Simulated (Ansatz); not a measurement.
Computed with Ansatz on PBE0-D4/def2-TZVP structures; ΔE is electronic, products minus reactants. CCSD(T)/CBS is the MP2 limit (def2-TZVPP, def2-QZVPP) plus CCSD(T) − MP2 in def2-TZVPP, frozen cores. This one scheme is used for every species. DFT in def2-TZVPP. For Se outer-core shells are correlated without core-valence functions, which leaves a few kJ/mol of doubt a bond. Scalar relativity is left out up to krypton. One conformer a species, not always the lowest.

`C#CC[SeH]` + HCl → `C#CCCl` + H₂Se  (substitution at a C–Se bond)

```csv
level,ΔE (kcal/mol)
B97M-V,5.0
r2SCAN0,5.1
HF/def2-SVP,3.7
SCS-MP2/def2-QZVPP,6.2
```

Question: What does CCSD(T)/CBS give? (Estimate.)

Answer: Computed: +5.8 kcal/mol. The listed levels differ from it by -0.8, -0.7, -2.1, 0.4 kcal/mol.

Largest T1 diagnostic among the species: 0.011.

Leaving LDA and LC-ωPBE aside and taking each functional with its dispersion term where it has one, the values, not all of them listed here, spread over 1.1 kcal/mol, from CAM-B3LYP-D4 to PBE-QIDH. At CCSD(T), def2-SVP lies −1.5 kcal/mol from the extrapolated value and def2-TZVPP +0.5 kcal/mol.
